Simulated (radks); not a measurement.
Values are calculated unless marked as measured or tabulated.
Task: The silicon ion Si+, configuration [Ne] 3s1 3p1 3d1 (not the ground configuration). Level of theory: scalar-relativistic Kohn-Sham, XLYP, spin-polarised, spherical densities, point nucleus; open shells are filled with parallel spins first (a radial shooting solver on a logarithmic mesh with Libxc functionals). Some entries of the table are withheld. Estimate them.

orbital,occ.,eigenvalue (Ry),<r^2> (bohr^2),<r> (bohr)
1s up,1,-132.4955,(1),0.1113
1s down,1,-132.4752,(2),0.1112
2s up,1,-11.27860,0.3850,(3)
2s down,1,-11.25156,0.3845,(4)
2p up,3,-8.06631,0.3629,0.5361
2p down,3,-8.03675,0.3619,0.5356
3s up,1,-1.64794,4.495,1.978
3p up,1,-1.07095,6.152,2.298
3d up,1,-0.39479,14.87,3.506

Result: 
(1) 1s up <r^2> (bohr^2): 0.01667
(2) 1s down <r^2> (bohr^2): 0.01667
(3) 2s up <r> (bohr): 0.5674
(4) 2s down <r> (bohr): 0.5672
